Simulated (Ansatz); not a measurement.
Species: C2H6Cl2Si2, charge 0, multiplicity 1. 
Structure (B3LYP-D3(BJ)/def2-TZVP (Ansatz, a first-principles code) minimum search):
SMILES: C=C([SiH2]Cl)[SiH2]Cl
```xyz
12

C      0.2340     1.8596     1.6740
C      0.1093     0.8688     0.7821
Si    -1.5898     0.3973     0.1894
Cl    -1.6110     0.4083    -1.8814
Si     1.6404     0.0055     0.1732
Cl     1.4060    -2.0379     0.4144
H      1.1958     2.1582     2.0835
H     -0.6192     2.4243     2.0416
H     -2.5741     1.3854     0.6777
H     -1.9597    -0.9649     0.6156
H      2.8044     0.4453     0.9703
H      1.8691     0.2450    -1.2636
```

Basis-set convergence of Hartree-Fock and MP2 correlation energies (hartree) with Ansatz. Correlated levels leave the core frozen unless marked. No spin-orbit coupling. No relativistic terms.

```csv
basis,functions,E(HF),"E(corr, MP2)"
aug-cc-pV(D+d)Z,228,-1576.22373,-0.77805
aug-cc-pV(T+d)Z,450,?,?
```

Problem. Fill in the missing entries.

Solution. 
- aug-cc-pV(T+d)Z, E(HF): -1576.29580
- aug-cc-pV(T+d)Z, E(corr, MP2): -0.95766
